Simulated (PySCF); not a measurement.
A structure optimised at PBE-D3(BJ)/def2-SVP, used in a PySCF frequency run:

```xyz
13

C      1.5246     0.5378     0.3928
C      0.0511     0.2138     0.4907
O     -0.4205    -0.0907     1.7772
C     -0.9332     0.8612    -0.4870
C     -0.5934    -0.6035    -0.5887
F      0.1716    -1.0246    -1.6463
H      1.8489     0.6255    -0.6613
H      2.1161    -0.2675     0.8734
H      1.7554     1.4942     0.9083
H     -0.3989     0.7404     2.2890
H     -0.5180     1.5244    -1.2623
H     -1.9350     1.1257    -0.1148
H     -1.3433    -1.3523    -0.2795
```
Charge 0, spin multiplicity 1.

**Question.** Write its SMILES and formula.

**Answer.** C[C@@]1(O)C[C@H]1F, C₄H₇FO

**Question.** What are its rotational constants (standard atomic weights)?

**Answer.** 5.2358, 2.9998, 2.5492 GHz
